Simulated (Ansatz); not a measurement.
Start from `CB/C(F)=C\O` and change one atom or group to get `OC=C(F)F`.

Ansatz, PBE0-D4/def2-TZVP geometries, multiplicity 1. Each molecule was computed in one conformer, which needn't be the lowest.

```csv
property,`CB/C(F)=C\O`
HOMO energy (ωB97M-V/def2-TZVPP) / eV,-9.08
LUMO energy (B3LYP/def2-TZVPP) / eV,-1.72
LUMO energy (PBE/def2-TZVPP) / eV,-2.40
size of the dipole moment (B3LYP/def2-TZVPP) / D,2.94
LUMO energy (ωB97M-V/def2-TZVPP) / eV,0.49
size of the dipole moment (PBE/def2-TZVPP) / D,2.96
```

Problem. What does the change do to each property? (An estimate is asked.)

Solution. Computed: 
```
                                        property  `OC=C(F)F`  shift
           HOMO energy (ωB97M-V/def2-TZVPP) / eV       -9.10  -0.02
             LUMO energy (B3LYP/def2-TZVPP) / eV        0.23   1.95
               LUMO energy (PBE/def2-TZVPP) / eV       -0.28   2.12
size of the dipole moment (B3LYP/def2-TZVPP) / D        2.57  -0.37
           LUMO energy (ωB97M-V/def2-TZVPP) / eV        2.15   1.66
  size of the dipole moment (PBE/def2-TZVPP) / D        2.40  -0.56
```

With PBE0 the HOMO rises by 0.06 eV and the LUMO rises by 2.15 eV, so the gap widens by about 2.09 eV. PBE moves the HOMO by 0.24 eV and ωB97M-V by -0.02 eV. Dipoles are sizes alone; their direction can turn.

B3LYP here is the variant with VWN-RPA as its local correlation; programs differ in this.
